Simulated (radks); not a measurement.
Values are calculated unless marked as measured or tabulated.
Fractional charge and spin in the 6s shell of europium: the spin-up occupation runs from 0 to 1 and the spin-down occupation from 0 to 1; the fullest corner is Eu, [Xe] 4f(up 3.5, down 3.5) 6s(up 1, down 1). Code: a radial shooting solver on a logarithmic mesh with Libxc functionals. Model: scalar-relativistic Kohn-Sham, r2SCAN, spin-polarised, spherical densities, finite nucleus; meta-GGA in the generalised Kohn-Sham scheme; Fermi nuclear charge, rms radius of each element as measured or else 0.836 A^(1/3) + 0.57 fm. Energy (eV) above the fullest corner. The planes named below are the two flat planes that join the four corners, with an edge along up + down = one added electron.

\begin{tabular}{lrrr}
down \ up & 0 & 0.5 & 1 \\ \hline
0 & 16.740 & 10.665 & 5.611 \\
0.5 & 10.665 & 6.014 & 2.343 \\
1 & 5.611 & 2.343 & 0.000 \\
\end{tabular}

Corners above the fullest one (they belong to Eu+ and the next ion): (up 1, down 0) 5.611 eV, (up 0, down 1) 5.611 eV, (up 0, down 0) 16.740 eV. With half an added electron in each spin the energy lies 0.403 eV from the planes, and with half an added electron in spin up alone -0.510 eV. The planes are only a guide here: the flat-plane condition holds for ground states with one frontier orbital, while this shell lies below other occupied shells, so the corners above the fullest one are inner-hole states and not the ground states of those ions.
